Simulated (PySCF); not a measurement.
## Telling isomers of C3H12Si4 apart by NMR

Theoretical values (PySCF): NMR shieldings at PBE0/pcSseg-1/GIAO, geometry: GFN2-xTB. No solvent model, averaged over atoms made equivalent by symmetry, fast rotation or ring inversion, no relativistic terms, single conformer.

Referencing at the same level of theory: 1H (σ = 31.72 ppm) and 13C (σ = 186.93 ppm) vs TMS. Where no couplings were computed, multiplicities follow the n + 1 count of equivalent neighbours, and m marks all less simple cases (inequivalent or close neighbours, rings, F or P nearby). Shifts are as computed. Against solution values, carbons near 30 ppm lie about +3 ppm off and those near 130 ppm about +5 ppm. Of 1211 compounds with measured shifts, 218 miss one by over three times the rms of a fit or turn the order of signals round; such compounds aren't used in these exercises.

(1) Tabulate the signals of `C1CC12[SiH2][SiH2][SiH2][SiH2]2`, `C=C[Si@@H]1[SiH2][SiH2][Si@H]1C` and their relative energies.

(2) What is the quickest way to tell C1CC12[SiH2][SiH2][SiH2][SiH2]2 from C=C[Si@@H]1[SiH2][SiH2][Si@H]1C?

Answers

(1) 
| SMILES | carbon types | δC | δH | E rel. (kcal/mol) |
| --- | --- | --- | --- | --- |
| C1CC12[SiH2][SiH2][SiH2][SiH2]2 | 1×C 2×CH2 | 15.0, -8.7 | 3.88 (m, 4H), 3.54 (m, 4H), 0.82 (s, 4H) | 2.7 |
| C=C[Si@@H]1[SiH2][SiH2][Si@H]1C | 1×CH 1×CH2 1×CH3 | 140.5, 140.3, -6.1 | 6.49 (m, 1H), 6.29 (m, 1H), 6.17 (m, 1H), 4.90 (m, 1H), 4.84 (m, 1H), 4.16 (m, 1H), 4.14 (m, 1H), 4.04 (m, 1H), 3.95 (m, 1H), 0.41 (d, 3H) | 0.0 |

Energies are electronic energies at PBE0/pcSseg-1 on these geometries, without zero-point or thermal terms, each for the one conformer computed, which needn't be the lowest.

(2) Count the carbon signals: 2 against 3. The first has a three-membered-ring carbon (CH2) at 15.0 ppm, the second a terminal =CH2 carbon at 140.5 ppm. In the proton spectra the most deshielded non-exchanging signals are 3.88 (m, 4H) and 6.49 (m, 1H).
